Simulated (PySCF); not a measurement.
Working out the ionisation energy of N⁺

N⁺ [He] 2s2 2p2 (3P) → N²⁺ [He] 2s2 2p1 (2P). Calculation: PySCF 2.14, in aug-cc-pCVTZ-DK with one added diffuse shell each of s, p, d, f type (8s7p5d3f, 75 functions); scalar relativity by spin-free X2C-1e. Frozen: 1s2. Energies in hartree (1 hartree = 27.21139 eV):

| part | N⁺ (lower) | N²⁺ (upper) |
| --- | --- | --- |
| UHF | -53.920107 | -52.847572 |
| CCSD correlation | -0.094687 | -0.084739 |
| (T) | -0.001685 | -0.001072 |

**Question.** What does Hartree-Fock give?

**Answer.** (-52.847572) − (-53.920107) = 1.072535 hartree = 29.185 eV.

**Question.** What do CCSD and CCSD(T) give?

**Answer.** The CCSD correlation energies differ by 0.009948 hartree = 0.271 eV and the triples by 0.000613 hartree = 0.017 eV, so CCSD gives 29.456 eV and CCSD(T) 29.473 eV.

A first-order spin-orbit estimate adds -0.003 eV to CCSD(T) (valence), giving 29.470 eV against 29.601 eV (semi-empirical (NIST evaluation); NIST Atomic Spectra Database, ionization energies).

What remains against the reference includes basis incompleteness, the frozen core and higher excitations.
